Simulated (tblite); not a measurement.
C8H8F2.
SMILES with atom numbers: `[F:1][CH:2]([F:3])[C@:4]12[CH2:5][C@H:6]3[C@@H:7]4[C@H:8]3[C@H:9]1[C@H:10]24` (hydrogens: H11 on C2; H12, H13 on C5; H14 on C6; H15 on C7; H16 on C8; H17 on C9; H18 on C10)

Structure used (GFN2-xTB), in Å, numbered top down from 1:
```xyz
18
C8H8F2 angstrom
F      2.4192    0.2586    1.6828
C      2.0758    0.5156    0.3906
F      2.2688    1.8458    0.2132
C      0.6560    0.1166    0.1176
C      0.2765   -1.3448    0.1268
C     -1.1868   -1.1874   -0.1910
C     -1.7291    0.0924    0.3861
C     -1.4179    0.0025   -1.0836
C     -0.1831    0.8861   -0.8751
C     -0.4933    0.9749    0.5919
H      2.8019   -0.0159   -0.2479
H      0.4454   -1.8045    1.1013
H      0.8088   -1.9141   -0.6369
H     -1.8229   -2.0542   -0.2721
H     -2.6675    0.1954    0.8990
H     -2.0672    0.0194   -1.9393
H      0.2023    1.6247   -1.5538
H     -0.3956    1.7953    1.2787
```

Level: GFN2-xTB in tblite, geometry and Hessian alike; calculated harmonic values, unscaled, isolated species. Against measured fundamentals such values can be off by several per cent, at times by over 20. One conformer, not necessarily the lowest.

Harmonic wavenumbers (cm⁻¹): 39.8, 140.8, 166.6, 317.3, 370.5, 432.4, 515.3, 533.6, 677.5, 704.3, 769.5, 776.6, 842.9, 868.1, 885.9, 910.2, 952.1, 970.8, 979.5, 979.8, 987.6, 1008.3, 1022.0, 1030.4, 1048.1, 1058.3, 1064.3, 1125.4, 1131.0, 1157.9, 1171.2, 1196.0, 1210.1, 1256.1, 1264.6, 1270.5, 1322.0, 1397.5, 1419.7, 1471.6, 2864.8, 2979.5, 2996.7, 3100.7, 3118.4, 3126.6, 3129.7, 3135.6.

A = 3080, B = 1105, C = 972.5 MHz; mass 142.059 u (most abundant isotopes); point group C1, symmetry number 1.

Task: Zero-point energy?

Result: Half the sum of the wavenumbers: 30449 cm⁻¹ = 364.25 kJ/mol.

Task: Give the ideal-gas entropy at 500 K and 1 bar in the rigid-rotor, harmonic-oscillator model (classical rotation).

Result: Translation 181.41, rotation 127.63, vibration 151.47: S = 460.5 J/(mol K).

Task: And Cp and H(500 K) − H(0)?

Result: Cp = 226.03 J/(mol K), of which vibrations give 192.77 (their classical limit is 48 R = 399.1); H(500 K) − H(0) = 59.47 kJ/mol without the zero-point energy, 42.84 from vibrations.

Task: Which modes carry the vibrational entropy at 500 K?

Result: 39.8 cm⁻¹: 26.34; 140.8 cm⁻¹: 15.88; 166.6 cm⁻¹: 14.51; 317.3 cm⁻¹: 9.35; 370.5 cm⁻¹: 8.16; 432.4 cm⁻¹: 7.01 J/(mol K); the other 42 give 70.22 together.

Task: What must be added to the electronic energy to get the Gibbs energy at 500 K and 1 bar?

Result: ZPE + [H(500 K) − H(0)] − T·S = 364.25 + 59.47 − 230.26 = 193.46 kJ/mol.

Hindered rotation and anharmonicity are outside this model. Other conformers, if any are populated, would add a mixing term that is left out. The structure is chiral; the term R ln 2 for an equal mix with its mirror image is left out.
